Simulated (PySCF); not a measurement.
## Neon: a sound run and one with changed settings

Sound run: Ne⁺ [He] 2s2 2p5, Ne²⁺ [He] 2s2 2p4. All numbers are calculated (PySCF 2.14, the spin-free X2C one-electron Hamiltonian (Gaussian nucleus), in aug-cc-pVDZ-DK). In the sound run the correlated levels freeze 1s2. The sound run starts from symmetry-adapted Hartree-Fock orbitals and uses a fine grid where one is needed.

Changed run: basis STO-3G, all-electron and non-relativistic. This setting is unsound on purpose.

```json
{"species": "Ne⁺", "method": "UHF", "sound run (hartree)": "-127.90409", "changed run (hartree)": "-126.06147", "converged": "yes"}
{"species": "Ne⁺", "method": "MN15", "sound run (hartree)": "-128.21649", "changed run (hartree)": "-125.85125", "converged": "yes"}
{"species": "Ne⁺", "method": "LDA", "sound run (hartree)": "-127.49443", "changed run (hartree)": "-125.56721", "converged": "yes"}
{"species": "Ne⁺", "method": "MP2", "sound run (hartree)": "-128.04633", "changed run (hartree)": "-126.06147", "converged": "yes"}
{"species": "Ne²⁺", "method": "UHF", "sound run (hartree)": "-126.45984", "changed run (hartree)": "-124.57400", "converged": "yes"}
{"species": "Ne²⁺", "method": "MN15", "sound run (hartree)": "-126.69874", "changed run (hartree)": "-124.31611", "converged": "yes"}
{"species": "Ne²⁺", "method": "LDA", "sound run (hartree)": "-125.96943", "changed run (hartree)": "-124.03297", "converged": "yes"}
{"species": "Ne²⁺", "method": "MP2", "sound run (hartree)": "-126.55750", "changed run (hartree)": "-124.57400", "converged": "yes"}
```

Ionisation energy of Ne⁺:

```tsv
method	sound run (eV)	changed run (eV)
UHF	39.300	40.476
MN15	41.300	41.773
LDA	41.497	41.749
MP2	40.513	40.476
SCS-MP2	40.461	40.476
```

A minimal basis cannot let orbitals breathe on ionisation and holds almost no correlation. The Hamiltonian changed with the basis, so the totals do not compare.

For comparison, NIST gives 40.963 eV between the lowest levels.
